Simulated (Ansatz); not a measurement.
The cluster Cd3⁻, relaxed as a doublet with UKS r2SCAN/def2-TZVPD in Ansatz, starting from the GFN1-xTB geometry. Force threshold 0.02 eV/Å.

In the def2 sets Cd takes a core potential; there is no spin–orbit coupling. The highest occupied level of the charge -1 doublet lies above zero (up to 1.12 eV). By energy differences its removal costs 0.62 eV (vertical, to the charge 0 singlet, at r2SCAN/def2-TZVPD); a positive level beside a positive removal energy at the same level points to self-interaction error. The relaxation made no stability test and no search for a lower SCF solution. The structure comes from a short search, and lower isomers may exist.

Start:

Cartesian coordinates in Å:
```
Cd -1.523 0.453 0.537
Cd 0.570 0.558 -1.478
Cd 0.953 -1.011 0.941
```

| step | energy (eV) | largest force component (eV/Å) | SCF passes |
| --- | --- | --- | --- |
| 1 | -13701.9972 | 0.122 | 17 |
| 2 | -13702.0012 | 0.063 | 20 |
| 3 | -13702.0028 | 0.001 | 21 |

Force components are those of the run's own axes.

End:

Cartesian coordinates in Å:
```
Cd -1.549 0.461 0.546
Cd 0.579 0.567 -1.501
Cd 0.970 -1.028 0.955
```

By distances, no bond broke or formed. The bond that changes most is Cd1–Cd3, from 2.90 to 2.95 Å (atoms count from 1).

No frequencies were taken in this run, so the end may be a saddle point.

Run time 9 s (4 threads of Arm Neoverse V1 on a shared host).
